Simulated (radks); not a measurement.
Spherical quantum dot in the effective-mass picture: electrons in a parabolic well V = omega^2 r^2 / 2 with omega = 1.09, all in effective atomic units (hartree* = m*/eps^2 hartree, bohr* = eps/m* bohr), one dielectric constant everywhere. Calculated with a radial shooting solver with Libxc functionals: non-relativistic Kohn-Sham, PBE, spin-polarised, spherical densities. Levels are named by radial order and angular momentum (1s, 1p, 1d, 2s, ...), and open shells are averaged over m.

N = 5, configuration 1s2 1p(up 3, down 0). This is the lowest configuration that the search found. Occupied and some empty levels:

| level | occupation | eigenvalue (hartree*) | <r> (bohr*) |
|---|---|---|---|
| 1s up | 1 | 4.3215 | 1.277 |
| 1s down | 1 | 4.4599 | 1.248 |
| 1p up | 3 | 5.1123 | 1.612 |
| 1p down | 0 | 5.2836 | 1.616 |
| 1d up | 0 | 5.9894 | 1.876 |
| 2s up | 0 | 6.1457 | 1.710 |
| 1d down | 0 | 6.1553 | 1.895 |
| 2s down | 0 | 6.2353 | 1.729 |
| 1f up | 0 | 6.9201 | 2.104 |
| 1f down | 0 | 7.0663 | 2.129 |

Energy (hartree*): total 17.1773, kinetic 4.5318, external 7.2730, Hartree 7.6062, exchange-correlation -2.2337.

Electron density:

| r (bohr*) | n(r) (e/bohr*^3) |
|---|---|
| 0.0626 | 0.2335 |
| 0.220 | 0.2355 |
| 0.377 | 0.2385 |
| 0.534 | 0.2404 |
| 0.692 | 0.2386 |
| 0.849 | 0.2308 |
| 1.01 | 0.2157 |
| 1.16 | 0.1932 |
| 1.32 | 0.1650 |
| 1.48 | 0.1336 |
| 1.64 | 0.1022 |
| 1.79 | 0.07335 |
| 1.95 | 0.04957 |
| 2.11 | 0.03148 |
| 2.27 | 0.01875 |
| 2.42 | 0.01056 |
| 2.58 | 0.005617 |
| 2.74 | 0.002817 |
| 2.89 | 0.001324 |
| 3.05 | 0.0005887 |
